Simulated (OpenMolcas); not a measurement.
An atom or ion with 16 electrons was computed by XMS-RASPT2, IPEA 0.25 Eh, imaginary shift 0.1 Eh with spin-orbit coupling (OpenMolcas, ANO-RCC-VQZP, DKH2). The lowest levels that the run gave, each within 12 % of the measured value where one is at hand:

| J | Parity | E (cm-1) | g |
| --- | --- | --- | --- |
| 2 | even | 0.0 | 1.500 |
| 1 | even | 626 | 1.501 |
| 0 | even | 904 |  |
| 2 | even | 11830 | 1.001 |
| 0 | even | 28270 |  |
| 2 | odd | 95350 | 1.501 |
| 1 | odd | 95920 | 1.501 |
| 0 | odd | 96210 |  |

Q: Which ion is it, and what are the configurations and terms?

A: Cl+ (Z = 17, charge +1; active space 6 electrons in 9 orbitals (RAS2 3s 3p; RAS3 3d, at most 2 electrons)). J, parity and g give the terms where levels are pure, and mixed ones are named by the computed weights; the size of the splittings, set against known spectra of the 16-electron sequence, gives the charge. In order, with the measured energies in cm-1 (NIST Handbook of Basic Atomic Spectroscopic Data): 3s2 3p4 3P2, 3s2 3p4 3P1 (696), 3s2 3p4 3P0 (996), 3s2 3p4 1D2 (11654), 3s2 3p4 1S0 (27878), 3s 3p5 3P* 2 (93368), 3s 3p5 3P* 1 (94000), 3s 3p5 3P* 0 (94334).

CASPT2 breaks the degeneracy within a term, and the mean is taken; among the terms shown or strongly mixed into the levels shown the widest spread is 230 cm-1 (3s2 3p4 1D). The run also gave levels led by 3s2 3p3 3d, which use shells meant for correlation; these and all levels above them are left out. Some terms mix strongly with configurations of 3d, whose occupation reaches 0.28 (3s 3p5 3P*). Computed and measured levels are paired by configuration, term and J; levels that our copy of the source lacks, or whose pairing is in doubt (as where it misses far off the trend of its configuration), stay unpaired and out of the deviations. Levels of configurations outside the active space are missing.

* marks odd parity.
